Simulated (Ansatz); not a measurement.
Single points on Zr4.

```yaml
crystal:
  periodic: [false, false, false]
  atoms:
    - {symbol: Zr, position_ang: [-1.160375, 0.655129, -1.071218]}
    - {symbol: Zr, position_ang: [-0.374038, 0.828333, 1.448016]}
    - {symbol: Zr, position_ang: [1.697927, 0.189908, -0.067426]}
    - {symbol: Zr, position_ang: [-0.163513, -1.673380, -0.309372]}
basis:
  gaussian: {orbitals: def2-TZVP, initial_orbitals: start.molden}
hamiltonian: {xc: {text: "exchange = 0.65*pbe_x + 0.35*exact_x\ncorrelation = pbe_c"}}
scf: {omitted_lower_state_checks: [starts]}
output: {orbitals: {seedname: orbitals}}
```

The file start.molden holds the orbitals of an earlier run on this structure, at another level or in another basis.

```sh
$ ansatz run in.yaml --threads 4 --pin off --events-out ev --progress --plain --max-ram 3916MiB
```

It prints (some lines left out):

```
Functional definition: unnamed
1676 factors; their error is unknown
mean field evaluation 1: about -5110.8340 eV, gradient 2.3e0 eV
mean field evaluation 2: about -5110.8625 eV, gradient 6.7e-2 eV
mean field evaluation 4: about -5110.9618 eV, gradient 4.8e-4 eV
mean field -5110.96182334 eV, -187.8243826733 hartree, gradient 1.0e-5 eV, S^2 0.000000; 0 other end points of the search recorded, 0 dependent functions left out
reference -5110.96184694 eV, -187.8243835407 hartree; 24, 24 occupied and 136, 136 virtual orbitals, 1676 factors
Total energy: -5110.96184694 eV, -187.8243835407 hartree
Checks for a lower state left out: starts
```

It took 5.5 s on 4 threads of Arm Neoverse V2 on a shared host.

First input, but with `gaussian: {orbitals: def2-SVP, initial_orbitals: start.molden}`, `hamiltonian: {xc: pbe0, dispersion: d4}` (abridged; 2.8 s):

```
Functional definition: PBE0
mean field -5111.24491442 eV, -187.8347860787 hartree, gradient 2.5e-5 eV, S^2 0.000000
Total energy: -5111.39455707 eV, -187.8402853445 hartree
Checks for a lower state left out: starts
```

First input, but with `hamiltonian: {xc: {name: B3LYP}, dispersion: d4}` (abridged; 4.5 s):

```
Functional definition: B3LYP
mean field -5115.54920503 eV, -187.9929658411 hartree, gradient 2.5e-5 eV, S^2 0.000000
Total energy: -5115.84108252 eV, -188.0036921409 hartree
Checks for a lower state left out: starts
```

As the first input, with `hamiltonian: {xc: pbe, dispersion: d4}` (abridged; 2.7 s):

```
Functional definition: PBE
mean field -5117.27061501 eV, -188.0562264909 hartree, gradient 2.4e-5 eV, S^2 0.000000
Total energy: -5117.44560026 eV, -188.0626570804 hartree
Checks for a lower state left out: starts
```

As the first input, with `hamiltonian: {xc: {name: wB97M-V}}` (abridged; 67 s):

```
Functional definition: wB97M-V
mean field evaluation 16: about -5102.6087 eV, gradient 5.2e-5 eV
mean field -5102.60870200 eV, -187.5174111260 hartree, gradient 4.1e-6 eV, S^2 0.000000
Total energy: -5102.60874611 eV, -187.5174127471 hartree
Checks for a lower state left out: starts
```

The first input with `correlation: {method: ccsd_t}` and without the key `hamiltonian` (abridged; 2.8 min):

```
Functional definition: HF
mean field evaluation 16: about -5052.1471 eV, gradient 2.4e-2 eV
mean field evaluation 32: about -5051.9266 eV, gradient 9.5e-1 eV
mean field evaluation 64: about -5052.0466 eV, gradient 5.9e-1 eV
mean field evaluation 96: about -5051.5786 eV, gradient 5.6e-2 eV
mean field -5052.14716932 eV, -185.6629840043 hartree, gradient 2.0e-6 eV, S^2 0.000000; unrestricted orbitals would lower it
mean field evaluation 128: about -5051.9866 eV, gradient 8.6e-1 eV
mean field evaluation 160: about -5042.4069 eV, gradient 4.5e1 eV
mean field evaluation 192: about -5052.0986 eV, gradient 1.4e-3 eV
mean field evaluation 224: about -5052.0686 eV, gradient 5.6e-1 eV
unrestricted determinant -5055.82297085 eV, -185.7980672189 hartree, S^2 5.1494
second order -40.68169091 eV of doubles, -0.00000000 eV of singles
cycle   1  -29.34687783 eV  change     1.1e1 eV  update   7.4e-1
cycle   2  -34.94328107 eV  change    -5.6e0 eV  update   5.9e-1
[...]
cycle  26  -35.42367503 eV  change    8.2e-4 eV  update   4.0e-4
cycle  27  -35.42380814 eV  change   -1.3e-4 eV  update   2.9e-4
cycle  28  -35.42369827 eV  change    1.1e-4 eV  update   2.4e-4
cycle  29  -35.42326684 eV  change    4.3e-4 eV  update   1.9e-4
cycle  30  -35.42375087 eV  change   -4.8e-4 eV  update   1.6e-4
cycle  31  -35.42370358 eV  change    4.7e-5 eV  update   1.2e-4
cycle  32  -35.42380042 eV  change   -9.7e-5 eV  update   7.1e-5
cycle  33  -35.42390699 eV  change   -1.1e-4 eV  update   6.7e-5
cycle  34  -35.42388573 eV  change    2.1e-5 eV  update   5.1e-5
cycle  35  -35.42397358 eV  change   -8.8e-5 eV  update   4.7e-5
cycle  36  -35.42391178 eV  change    6.2e-5 eV  update   3.9e-5
cycle  37  -35.42397043 eV  change   -5.9e-5 eV  update   3.3e-5
perturbative correction -3.99415407 eV, -0.1467824548 hartree
Total energy: -5091.56529382 eV, -187.1115733610 hartree
Checks for a lower state left out: starts
```

Geometry: PBE0-D4/def2-SVP.

In the def2 sets Zr takes a core potential; there is no spin–orbit coupling. B3LYP takes the VWN-RPA correlation. Correlated methods freeze no core orbitals; core or outer-core shells of Zr are correlated, in sets that lack core-valence functions. The restricted singlet is unstable towards broken spin symmetry at other levels; at PBE with 35 % exact exchange/def2-TZVP, PBE0-D4/def2-SVP, B3LYP-D4/def2-TZVP, ωB97M-V/def2-TZVP this wasn't settled. At PBE-D4/def2-TZVP, CCSD(T)/def2-TZVP the restricted singlet (for correlated methods, its reference) is unstable: a solution with broken spin symmetry lies lower. At CCSD(T)/def2-TZVP T1 of the charge 0 singlet is large (up to 0.112), so the single-reference result is doubtful. At PBE0-D4/def2-TZVP a quintet of charge 0 lies 0.87 eV below the restricted singlet, each at its own geometry. The structure comes from a short search, and lower isomers may exist.
